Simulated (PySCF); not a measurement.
`C/C(F)=C/[SiH2]Br`. Method used: PySCF, PBE0-D3(BJ)/def2-SVP geometry optimisation, gas phase.

```
atom  x, y, z in Å
C1    -2.1336   -0.0884   -0.1528
C2    -0.6660   -0.0616   -0.3618
F3    -0.3407   -0.1836   -1.6618
C4     0.3182    0.0606    0.5321
Si5    2.1066    0.0668    0.0254
Br6    3.3156    0.4114    1.8715
H7    -2.3814    0.0164    0.9100
H8    -2.6107    0.7277   -0.7183
H9    -2.5524   -1.0348   -0.5305
H10    0.0423    0.1544    1.5851
H11    2.4256    1.1633   -0.9311
H12    2.5389   -1.2354   -0.5556
```

(1) Which two atoms are farthest apart?

(2) Work out the bond lengths C1–C2, C1–H8, C1–H9, Si5–Br6, Si5–H11, Si5–H12 in Å.

(3) How far apart are these pairs, which share no bond: C1···H10, C2···H12, F3···Br6, F3···H12, Si5···H10, H7···H12?

(4) Give the dihedral angles F3–C2–C4–Si5, H10–C4–Si5–Br6, H8–C1–C2–F3, F3–C2–C4–H10, C2–C4–Si5–H11.

(5) What is the repulsion energy of the bare nuclei, Σ ZA·ZB/RAB?

(6) How far are the heavy atoms from their best plane (unweighted least squares)?

(7) What are the angles H7–C1–H8, C2–C1–H9, C1–C2–F3, F3–C2–C4?

(8) Where is the centre of mass (commonest isotopes), and what is the radius of gyration?

(9) Write the matrix of distances between heavy atoms (Å, lower triangle).

Results:

(1) Br6···H9, 6.50 Å; the next longest distance is 6.48 Å.

(2) For C1–C2 the difference vector is (1.4676, 0.0268, -0.2090) Å, of length 1.4826 Å. C1–C2 1.483; C1–H8 1.102; C1–H9 1.102; Si5–Br6 2.233; Si5–H11 1.490; Si5–H12 1.490 Å.

(3) C1···H10 2.795 Å (3 bonds apart); C2···H12 3.419 Å (3 bonds apart); F3···Br6 5.119 Å (4 bonds apart); F3···H12 3.259 Å (4 bonds apart); Si5···H10 2.589 Å (2 bonds apart); H7···H12 5.284 Å (5 bonds apart).

(4) F3–C2–C4–Si5 0° (synperiplanar); H10–C4–Si5–Br6 -3° (synperiplanar); H8–C1–C2–F3 -59° (synclinal); F3–C2–C4–H10 180° (antiperiplanar); C2–C4–Si5–H11 59° (synclinal). Dihedral signs follow IUPAC: positive where, seen along the central bond, the front bond turns clockwise onto the rear one.

(5) 462.09 Eh over 66 pairs, with full nuclear charges and distances in bohr; the largest single term is 116.09 Eh (Si5 with Br6).

(6) 0.025 Å rms; C1 0.01, C2 0.00, F3 0.03, C4 0.03, Si5 0.03, Br6 0.03 Å (magnitudes).

(7) From the scalar product of the two bond vectors; for H7–C1–H8 it is -0.3973 Å² over 1.0963 × 1.1016 Å², cos θ = -0.3289. H7–C1–H8 109.2°; C2–C1–H9 110.1°; C1–C2–F3 112.0°; F3–C2–C4 118.5°.

(8) Mass 167.941 u; centre at (1.678, 0.176, 0.695) Å; Rg = √(Σ m r²/M) = 2.297 Å. As Ia + Ib + Ic = 2 Σ m r², the three principal moments sum to 1771.5 u·Å².

(9) 
```
C1    0.000
C2    1.483  0.000
F3    2.345  1.346  0.000
C4    2.550  1.335  2.304  0.000
Si5   4.247  2.802  2.983  1.859  0.000
Br6   5.834  4.590  5.119  3.302  2.233  0.000
```

Not checked by PBE0-D3(BJ)/def2-SVP frequencies. The numbers are those of one conformer.

On one thread, Arm Neoverse V1 (aarch64), shared host with 32 logical CPUs at a one-minute load of 42, this took 83 s of wall time and 0.53 GiB of memory at its peak. That covers the optimisation of the geometry.
